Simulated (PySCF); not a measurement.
**Argon: a sound run and one with changed settings**

Sound run: Ar⁺ [Ne] 3s2 3p5, Ar²⁺ [Ne] 3s2 3p4. Computed with PySCF 2.14 in x2c-SVPall (4s3p1d, 18 functions), with scalar relativity by spin-free X2C-1e. In the sound run the correlated levels freeze [Ne]. The sound run starts from symmetry-adapted Hartree-Fock orbitals and uses a fine grid where one is needed.

Changed run: the non-relativistic Hamiltonian (point nucleus). This setting is unsound on purpose.

```json
{"species": "Ar⁺", "method": "UHF", "sound run (hartree)": "-527.87589", "changed run (hartree)": "-525.82034", "converged": "yes"}
{"species": "Ar⁺", "method": "PBE0", "sound run (hartree)": "-528.41331", "changed run (hartree)": "-526.35875", "converged": "yes"}
{"species": "Ar⁺", "method": "TPSS", "sound run (hartree)": "-528.59234", "changed run (hartree)": "-526.53806", "converged": "yes"}
{"species": "Ar⁺", "method": "MP2", "sound run (hartree)": "-527.99013", "changed run (hartree)": "-525.93471", "converged": "yes"}
{"species": "Ar⁺", "method": "CCSD(T)", "sound run (hartree)": "-528.00746", "changed run (hartree)": "-525.95211", "converged": "yes"}
{"species": "Ar²⁺", "method": "UHF", "sound run (hartree)": "-526.89645", "changed run (hartree)": "-524.84068", "converged": "yes"}
{"species": "Ar²⁺", "method": "PBE0", "sound run (hartree)": "-527.39081", "changed run (hartree)": "-525.33593", "converged": "yes"}
{"species": "Ar²⁺", "method": "TPSS", "sound run (hartree)": "-527.56970", "changed run (hartree)": "-525.51505", "converged": "yes"}
{"species": "Ar²⁺", "method": "MP2", "sound run (hartree)": "-526.98667", "changed run (hartree)": "-524.93107", "converged": "yes"}
{"species": "Ar²⁺", "method": "CCSD(T)", "sound run (hartree)": "-527.00636", "changed run (hartree)": "-524.95087", "converged": "yes"}
```

Ionisation energy of Ar⁺:

```json
{"method": "UHF", "sound run (eV)": "26.652", "changed run (eV)": "26.658"}
{"method": "PBE0", "sound run (eV)": "27.824", "changed run (eV)": "27.832"}
{"method": "TPSS", "sound run (eV)": "27.827", "changed run (eV)": "27.838"}
{"method": "MP2", "sound run (eV)": "27.305", "changed run (eV)": "27.310"}
{"method": "SCS-MP2", "sound run (eV)": "27.279", "changed run (eV)": "27.284"}
{"method": "CCSD", "sound run (eV)": "27.242", "changed run (eV)": "27.246"}
{"method": "CCSD(T)", "sound run (eV)": "27.241", "changed run (eV)": "27.245"}
```

Most of the change in total energy is the relativistic energy itself. On top of that the contraction fixes the core shape for the Hamiltonian it was made with, so the changed run is not a good calculation with the other Hamiltonian either.

For comparison, NIST gives 27.630 eV between the lowest levels.
